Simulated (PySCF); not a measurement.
C2H6N2Si, SMILES N[SiH](N)C#C.

Geometry optimised at PBE-D3(BJ)/def2-SVP. The structure was generated by enumeration, and PubChem lists no compound with its InChIKey, so it may never have been made. Other conformers were not sampled.

Level of theory: ωB97X/def2-TZVP (PySCF).

The molecule is in vacuum.

Task: Estimate the frontier levels, gap, dipole moment and polarisability. (The exact figures need the calculation; the answer reports its results.)

Result: 
highest occupied level: -9.93 eV
lowest empty level: 2.11 eV
orbital gap: 12.04 eV
dipole moment: 0.33 D
quadrupole, principal values (traceless, Buckingham form, about the centre of nuclear charge): -7.64, 2.70, 4.95 D·Å
mean static polarisability: 60.6 bohr³ (8.98 Å³)
polarisability, principal values: 49.3, 53.7, 78.8 bohr³
